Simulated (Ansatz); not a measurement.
Relaxation of AlCl4H5OW (12 atoms, charge 0, multiplicity 1), to a largest force component of 0.03 eV/Å in at most 50 steps.

Computed with RKS PBE/def2-SVP (Ansatz).

```xyz
12
Properties=species:S:1:pos:R:3:forces:R:3
W 0.135 0.427 -0.013 1.15 0.71 1.02
H -0.656 -0.350 2.702 -1.35 -1.15 -0.18
Cl 2.698 0.377 -0.878 -0.01 -0.02 -0.04
Cl -0.073 2.438 -1.100 0.01 -0.03 -0.01
Cl -2.094 0.380 0.421 -0.02 0.00 0.00
Cl 0.312 -1.854 0.136 -0.01 0.02 0.01
H 0.384 -0.007 -1.633 0.03 0.00 -0.01
O 1.218 0.997 1.413 -0.87 -0.52 -1.46
Al 3.093 0.956 1.328 0.04 -0.02 0.01
H 3.632 -0.328 2.121 -0.04 0.06 -0.02
H 3.730 2.413 1.447 -0.02 0.01 -0.01
H -0.133 0.097 2.923 1.12 0.94 0.68
```

Question: Where does it end, and by what steps?

Answer: The forces met the threshold. The force dipped under the threshold on the way, but the program's further checks kept it going. After 11 steps the energy has fallen by 0.323 eV; H2 moved furthest, 1.07 Å.

```csv
step,energy less start (eV),largest force component (eV/Å),accepted
0,0.0000,1.460,yes
1,-0.1871,0.307,yes
2,-0.2570,0.239,yes
3,-0.2950,0.166,yes
4,-0.3140,0.156,yes
5,-0.3187,0.233,yes
6,-0.3216,0.023,yes
7,-0.3219,0.045,yes
8,-0.3222,0.073,yes
9,-0.3223,0.066,yes
10,-0.3225,0.036,yes
11,-0.3226,0.011,yes
```

```xyz
12
Properties=species:S:1:pos:R:3
W 0.198 0.468 -0.254
H -0.879 -0.477 3.743
Cl 2.848 0.361 -0.974
Cl 0.104 2.500 -1.314
Cl -2.012 0.532 0.266
Cl 0.249 -1.823 -0.166
H 0.557 0.057 -1.867
O 1.177 0.888 1.207
Al 3.072 0.961 1.236
H 3.619 -0.254 2.112
H 3.535 2.481 1.375
H -0.226 -0.150 3.502
```

Whether the end is a true minimum wasn't checked by a vibrational analysis.

Time of the run: 28 s on 4 threads of Intel(R) Xeon(R) Platinum 8488C (Sapphire Rapids), with other jobs on the host, peak memory 0.29 GiB.
